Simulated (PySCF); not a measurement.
Simulated C 1s region for AsH2Et (`CC[AsH2]`), binding energy against the vacuum level.

Every computed line was given a Gaussian of 0.6 eV full width at half maximum and an area set by the number of equivalent atoms; the highest printed point is 100. Computed with delta-SCF UKS SCAN, pcX-2 on the ionised atom, pcseg-1 elsewhere, spin-free X2C in PySCF 2.14.0.

(binding energy (eV), intensity): (289.7, 0), (289.8, 1), (289.9, 3), (290.0, 7), (290.1, 16), (290.2, 29), (290.3, 48), (290.4, 69), (290.5, 88), (290.6, 99), (290.7, 100), (290.8, 90), (290.9, 71), (291.0, 50), (291.1, 31), (291.2, 17), (291.3, 8), (291.4, 3), (291.5, 1), (291.6, 0)

How many maxima does the curve show, and how many computed lines lie under it?

The curve has 1 maximum (at 290.7 eV). Under it lie 2 lines from 2 inequivalent carbon sites. At this width some lines have no maximum of their own.

Decompose the envelope and assign each component. Bonds: As1–C4, C4–C5. Hydrogens: H2, H3 on As1; H6, H7 on C4; H8, H9, H10 on C5.

| position (eV) | relative area | line | atoms | environment |
| --- | --- | --- | --- | --- |
| 290.53 | 1 | C 1s | C4 | carbon bonded to As, C and 2 H |
| 290.78 | 1 | C 1s | C5 | carbon bonded to C and 3 H |

Above which line width would these two lines show one maximum?

Two equal Gaussians merge once their distance is under 2σ = FWHM/1.177. With 0.26 eV between them that is a full width over 0.31 eV.

The listed C 1s values span 0.25 eV, from C4 (bonded to C, 2 H and As) to C5 (bonded to C and 3 H).

No satellites, vibrations or lifetime broadening are included. Isolated species at its PBE0-D3(BJ)/def2-SVP geometry (one conformer only).
